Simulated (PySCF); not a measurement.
Ge(F)(SiH3) (FGeH₃Si), SMILES [SiH3][Ge][F] (connectivity only; charge and spin as stated), neutral, multiplicity 1. Atoms are numbered in the order given.

```xyz
6

Ge     0.4292    -0.6755     0.0000
F     -1.2846    -1.1002     0.0000
Si    -0.1019     1.7646     0.0000
H     -0.9197     2.0796     1.2062
H     -0.9197     2.0796    -1.2062
H      1.0921     2.6555     0.0000
```

The structure is a stationary point at r2SCAN-D4/def2-TZVP.

The numbers are results of PySCF with PBE/def2-TZVPD, not measurements.

Symmetry labels are those of the subgroup Cs that the program uses (full group Cs).

Computed valence orbital energies around the gap with their symmetry:
```csv
orbital,symmetry,energy (eV)
HOMO−7,A',-13.80
HOMO−6,A',-12.41
HOMO−5,A",-9.84
HOMO−4,A',-9.74
HOMO−3,A',-9.23
HOMO−2,A",-8.50
HOMO−1,A',-8.41
HOMO,A',-5.61
LUMO,A",-3.95
LUMO+1,A',-1.49
LUMO+2,A',-0.50
LUMO+3,A',-0.22
```
